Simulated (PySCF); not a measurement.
Excitations are Tamm–Dancoff values on a coarser integration grid. The basis has no diffuse functions, so Rydberg states are missing or too high.

Cartesian coordinates (Å):
SMILES: CCC=S
```xyz
10

C      1.1287     0.2402     0.2687
C     -0.0718    -0.1739    -0.5800
C     -1.3217    -0.2004     0.2236
S     -2.6459     0.6731    -0.0402
H      1.0053     1.2590     0.6410
H      2.0449     0.2014    -0.3227
H      1.2551    -0.4211     1.1293
H      0.0983    -1.1885    -0.9650
H     -0.1995     0.4920    -1.4350
H     -1.2934    -0.8817     1.0803
```
Charge 0, spin multiplicity 1.

**Question.** What is the computed S1 excitation (TDA), LUMO and S1–T1 gap (TDA) (PBE0-D3(BJ)/def2-TZVP (PySCF))?

**Answer.** 
```yaml
S1 excitation (TDA): 2.51 eV
LUMO: -2.08 eV
S1–T1 gap (TDA): 0.57 eV
```
